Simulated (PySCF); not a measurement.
Molecule: `CC#[N+]CC(F)F`, [C4H6F2N]+.

Cartesian coordinates in Å; atom numbers follow the order of the lines, from 1:
```xyz
13

C     2.268    0.520   -1.246
C     1.195    0.187   -0.421
N     0.341   -0.095    0.299
C    -0.839   -0.391    0.964
C    -2.019   -0.283   -0.033
F    -1.818   -1.140   -1.049
F    -2.041    0.953   -0.559
H     3.215    0.412   -0.711
H     2.167    1.557   -1.584
H     2.279   -0.136   -2.123
H    -0.979    0.324    1.782
H    -0.784   -1.409    1.362
H    -2.989   -0.498    0.440
```

Total charge +1.

Frames of a GFN2-xTB Langevin trajectory at 200 K; GIAO PBE0/pcSseg-1 shieldings in PySCF 2.14.0 with density-fitted response routines, gas phase, non-relativistic; equivalent atoms averaged within each frame.

Scale: 13C (σ = 186.93 ppm), 1H (σ = 31.72 ppm) against TMS; 15N (σ = 267.73 ppm) against NH3; 19F (σ = 170.95 ppm) against CFCl3 (reference shieldings calculated alike). The references are static minima.

Q: How do the shifts (ppm) fluctuate along the trajectory?

A: 
```
         time (fs)     C2     C5    C4    C1     N3   F6/F7   H13  H11/H12  H8/H9/H10
optimised geometry  125.4  117.2  46.9  -1.3  164.8  -137.9  6.85     4.45       3.49
               250  127.5  118.8  44.7   1.1  160.8  -135.9  6.99     4.39       3.88
               425  125.5  117.1  47.7  -2.0  166.0  -131.8  7.15     4.99       3.30
               625  123.9  113.3  47.5  -2.8  157.8  -129.4  6.85     4.66       3.65
               800  130.4  110.2  51.1  -2.2  167.4  -125.6  6.89     5.09       3.00
              1000  127.1  118.7  49.4  -4.3  161.8  -132.4  6.20     5.10       3.36
    mean of frames  126.9  115.6  48.1  -2.0  162.8  -131.0  6.81     4.85       3.44
standard deviation    2.4    3.7   2.4   2.0    3.9     3.8  0.36     0.31       0.34
```

5 frames give an uncertainty of the mean of about the standard deviation over 2.2 at best, since frames this close in time may not be independent; classical motion lacks zero-point vibration, and the reference would need the same averaging.
